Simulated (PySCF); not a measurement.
**Mayer bond orders and bond lengths**

Species: C6H4FO2 (charge -1).
Atom-mapped SMILES: `[CH:1]#[C:2][C@@:3]1([C:4](=[O:5])[O-:6])[CH2:7][C@H:8]1[F:9]` (hydrogens: H10 on C1; H11, H12 on C7; H13 on C8)

Geometry (GFN2-xTB, Å), atoms numbered from 1 in this order:
```xyz
13
C6H4FO2 angstrom
C      2.4955   -0.6405   -0.5234
C      1.3690   -0.2848   -0.3100
C      0.0456    0.1647   -0.0745
C     -0.2876    1.7122   -0.4118
O     -1.4593    2.0087   -0.1701
O      0.6423    2.3753   -0.8561
C     -1.1051   -0.7972   -0.2975
C     -0.7349   -0.3798    1.0814
F     -0.1936   -1.3310    1.9242
H      3.4867   -0.9254   -0.7150
H     -0.8747   -1.8122   -0.5929
H     -2.0114   -0.3793   -0.7124
H     -1.3767    0.2898    1.6404
```

Bond orders from the PBE0/pcSseg-1 density (PySCF). One conformer (not necessarily the lowest) at the GFN2-xTB geometry, without solvent, vibrations or thermal averaging. The pcSseg-1 basis has no diffuse functions, a weakness for an anion.

Q: Where do the orders between heavy atoms depart from those drawn in the SMILES?

A: The largest departure is 0.857, at C4–O6 (drawn single, 1.857). Drawn single, order above 1.12: C4–O6 (1.857). Drawn single, order below 0.88: C3–C4 (0.724) and C8–C3 (0.879). Drawn double or triple, more than 0.30 short of the drawn order: C1–C2 (2.386). The SMILES, with its formal charges, is one Lewis structure only.

Q: Give the Mayer order of every bond, beside its length.

A: 
```csv
bond,drawn as,length (Å),Mayer order
C1–C2,triple,1.200,2.386
C2–C3,single,1.417,0.987
C3–C4,single,1.619,0.724
C4–O5,double,1.233,1.712
C4–O6,single,1.225,1.857
C3–C7,single,1.516,0.884
C7–C8,single,1.487,0.984
C8–F9,single,1.381,0.905
C8–C3,single,1.497,0.879
C1–H10,single,1.049,1.156
C7–H11,single,1.082,0.949
C7–H12,single,1.081,0.931
C8–H13,single,1.083,0.949
```

By pair of heavy elements: C–C: lowest C3–C4 (0.724, 1.619 Å), highest C1–C2 (2.386, 1.200 Å). C–O: lowest C4–O5 (1.712, 1.233 Å), highest C4–O6 (1.857, 1.225 Å).

Q: Sum the orders of all bonds at each heavy atom with more than one neighbour and set the sums beside the valence in the SMILES.

A: C1 3.542 (drawn 4), C2 3.373 (drawn 4), C3 3.474 (drawn 4), C4 4.293 (drawn 4), C7 3.748 (drawn 4), C8 3.717 (drawn 4). Orders between atoms that aren't bonded are not in these sums.

Mayer orders depend on the basis set.

The run behind these numbers computed NMR shieldings as well. Cost: about 60 s of CPU time on one thread; the machine was shared, so the figure is rough.
